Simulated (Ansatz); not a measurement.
`[CH3][Mo](=[O])([F])=[S]` + HCl → `[CH3][Mo](=[O])(=[S])[Cl]` + H–F at 298.15 K and 1 bar (ligand exchange at a Mo–F bond).

Gas-phase electronic energies from Ansatz, PBE0-D4/def2-TZVP geometries. CCSD(T)/CBS is the MP2 limit (def2-TZVPP, def2-QZVPP) plus CCSD(T) − MP2 in def2-TZVPP, frozen cores. This one scheme is used for every species. def2 core potentials past Kr. For Mo outer-core shells are correlated without core-valence functions, which leaves a few kJ/mol of doubt a bond.

```json
{"species": "`[CH3][Mo](=[O])([F])=[S]`", "CCSD(T)/CBS energy (Eh)": "-680.85708", "H − E (kJ/mol)": "133.3", "S (J/(mol·K))": "351.5"}
{"species": "HCl", "CCSD(T)/CBS energy (Eh)": "-460.38127", "H − E (kJ/mol)": "26.6", "S (J/(mol·K))": "186.8"}
{"species": "`[CH3][Mo](=[O])(=[S])[Cl]`", "CCSD(T)/CBS energy (Eh)": "-1040.85015", "H − E (kJ/mol)": "131.7", "S (J/(mol·K))": "363.4"}
{"species": "H–F", "CCSD(T)/CBS energy (Eh)": "-100.39570", "H − E (kJ/mol)": "33.5", "S (J/(mol·K))": "173.6"}
```

H − E and S are ideal-gas, rigid-rotor, harmonic terms from PBE0-D4/def2-TZVP, for one conformer and one mirror image of each species. 1 Eh = 2625.50 kJ/mol, R = 8.31446 J/(mol·K).

By hand: ΔE, ΔH, ΔS and ΔG.

ΔE = (-1040.85015) + (-100.39570) − (-680.85708) − (-460.38127) = -0.00750 Eh = -19.7 kJ/mol. Δ(H − E) = 131.7 + 33.5 − 133.3 − 26.6 = 5.3, so ΔH = -14.4 kJ/mol. ΔS = 363.4 + 173.6 − 351.5 − 186.8 = -1.3 J/(mol·K). ΔG = -14.4 − 298.15 × (-1.3)/1000 = -14.0 kJ/mol.

By hand: the equilibrium constant, and the temperature at which ΔG would vanish if ΔH and ΔS stayed fixed.

log₁₀ K = −ΔG/(RT ln 10) = 2.5. ΔG = 0 at ΔH/ΔS = 11077 K, far beyond where these terms or the molecules hold.

The number of gas molecules stays the same, so ΔS is small and ΔH decides. A doubt of 5 kJ/mol in ΔE shifts log₁₀ K by 0.9 here. Other conformers and mirror images would add mixing entropy, several J/(mol·K) or more a flexible species. These are equilibria of isolated gas molecules and say nothing of rates. Largest T1 diagnostic: 0.025 (customary marks: 0.02 for closed shells, 0.045 for open ones).
